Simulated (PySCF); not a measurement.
BH3Se3, SMILES [SeH]B([SeH])[SeH].

Coordinates come from a B3LYP-D3(BJ)/def2-SVP optimisation. The values are those of a single conformer.

These are TDDFT-PBE/def2-SVPD (PySCF) values and carry that method's errors.

Vertical excitations. The molecule is in vacuum. State labels are in the subgroup Cs.

| state | symmetry | energy (eV) | λ (nm) | f | main pairs |
|---|---|---|---|---|---|
| S1 | A" | 4.14 | 299 | 0.000 | HOMO→LUMO+1 100 % |
| S2 | A" | 4.22 | 294 | 0.000 | HOMO−1→LUMO+1 100 % |
| S3 | A' | 4.63 | 268 | 0.165 | HOMO→LUMO 83 %, HOMO−1→LUMO 13 % |
| S4 | A' | 4.67 | 266 | 0.166 | HOMO−1→LUMO 82 %, HOMO→LUMO 13 % |
| S5 | A" | 5.24 | 236 | 0.000 | HOMO→LUMO+2 88 % |
| S6 | A" | 5.32 | 233 | 0.003 | HOMO−1→LUMO+2 88 % |
| S7 | A" | 5.49 | 226 | 0.001 | HOMO→LUMO+3 96 % |
| S8 | A" | 5.57 | 223 | 0.000 | HOMO−1→LUMO+3 96 % |
| S9 | A" | 5.72 | 217 | 0.002 | HOMO→LUMO+4 75 %, HOMO−2→LUMO 18 % |
| S10 | A" | 5.76 | 215 | 0.001 | HOMO−2→LUMO 77 %, HOMO→LUMO+4 17 % |
| T1 | A' | 3.81 | 326 | 0 | HOMO→LUMO 100 % |
| T2 | A' | 3.87 | 320 | 0 | HOMO−1→LUMO 100 % |
| T3 | A" | 3.98 | 312 | 0 | HOMO→LUMO+1 99 % |
| T4 | A" | 4.02 | 308 | 0 | HOMO−1→LUMO+1 99 % |
Triplets are in the Tamm–Dancoff approximation, which puts them higher than full response would, so one can lie above its singlet here.
